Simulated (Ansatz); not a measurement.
System: ZnO$_{2}$H$_{2}$, net charge -1, doublet state. SMILES of the parent species: [OH][Zn][OH]

Atoms: Zn1, O2, H3, O4, H5. Bonds: Zn1-O2, Zn1-O4, O2-H3, O4-H5.

Bond lengths (Å) and angles (degrees) optimised at HF/3-21G with Ansatz (a program for electronic structure); PBE/6-31G* with LANL2DZ past Ar with Ansatz; B3LYP/LANL2DZ with Ansatz; B3LYP/6-31G* with LANL2DZ past Ar with Ansatz, each started from the B3LYP-D3(BJ)/def2-TZVP structure (Ansatz) of the last column. A row stands for all coordinates that are equal there. 6-31G* holds six Cartesian d functions. No wavenumbers were computed at PBE/6-31G* with LANL2DZ past Ar, B3LYP/LANL2DZ, so these may be saddle points.

```json
[
 {"coordinate": "Zn1-O2", "HF/3-21G": "1.794", "PBE/6-31G* with LANL2DZ past Ar": "1.969", "B3LYP/LANL2DZ": "1.941", "B3LYP/6-31G* with LANL2DZ past Ar": "1.952", "B3LYP-D3(BJ)/def2-TZVP": "1.921"},
 {"coordinate": "O2-H3", "HF/3-21G": "0.965", "PBE/6-31G* with LANL2DZ past Ar": "0.980", "B3LYP/LANL2DZ": "0.982", "B3LYP/6-31G* with LANL2DZ past Ar": "0.971", "B3LYP-D3(BJ)/def2-TZVP": "0.963"},
 {"coordinate": "O2-Zn1-O4", "HF/3-21G": "128.1", "PBE/6-31G* with LANL2DZ past Ar": "121.6", "B3LYP/LANL2DZ": "119.6", "B3LYP/6-31G* with LANL2DZ past Ar": "120.7", "B3LYP-D3(BJ)/def2-TZVP": "122.6"},
 {"coordinate": "Zn1-O2-H3", "HF/3-21G": "116.0", "PBE/6-31G* with LANL2DZ past Ar": "101.4", "B3LYP/LANL2DZ": "116.3", "B3LYP/6-31G* with LANL2DZ past Ar": "103.9", "B3LYP-D3(BJ)/def2-TZVP": "105.6"}
]
```

Mean signed difference of all 4 bond lengths from B3LYP-D3(BJ)/def2-TZVP: HF/3-21G -0.063 Å, PBE/6-31G* with LANL2DZ past Ar 0.033 Å, B3LYP/LANL2DZ 0.019 Å, B3LYP/6-31G* with LANL2DZ past Ar 0.020 Å.
